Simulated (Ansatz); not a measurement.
Species: BBr2, charge 1, singlet. BBr2+ (parent SMILES Br[B]Br, singlet).
B3LYP-D3(BJ)/def2-TZVP minimum from Ansatz (a first-principles code):
```xyz
3

Br     0.0000     0.0000    -1.7665
B      0.0000     0.0000     0.0000
Br     0.0000     0.0000     1.7665
```
Charge +1, spin multiplicity 1.

Hartree-Fock and CCSD(T) correlation energies in hartree (Ansatz). Radicals and triplets start from unrestricted determinants; spin-orbit coupling is neglected. Correlated methods leave the cores frozen (noble-gas shells, and filled d and f shells in the p block). No relativity. Spin-orbit terms, left out, reach several kcal/mol for Br and I, and more for heavier atoms. The spin of BBr2+ (parent SMILES Br[B]Br, singlet) was assumed, and the state is the lowest solution found for it.

| basis | X | E(HF) | E(corr, CCSD(T)) |
|---|---|---|---|
| cc-pVTZ | 3 | -5169.36674 | -0.44138 |
| cc-pVQZ | 4 | -5169.37399 | -0.47847 |
| cc-pV5Z | 5 | -5169.37479 | withheld |

### Question
Fit E(corr) = E∞ + A/X³ to X = 3 and 4, predict X = 5, and compare with the run.

### Answer
A = (-0.44138 - (-0.47847))/(1/27 - 1/64) = 1.7322; E∞ = -0.47847 - A/64 = -0.50554; at X = 5, E∞ + A/125 = -0.49168. The run gave -0.49152, 0.16 mEh above the prediction. The same form on X = 4 and 5 gives E∞ = -0.50521, 0.32 mEh above the first estimate.
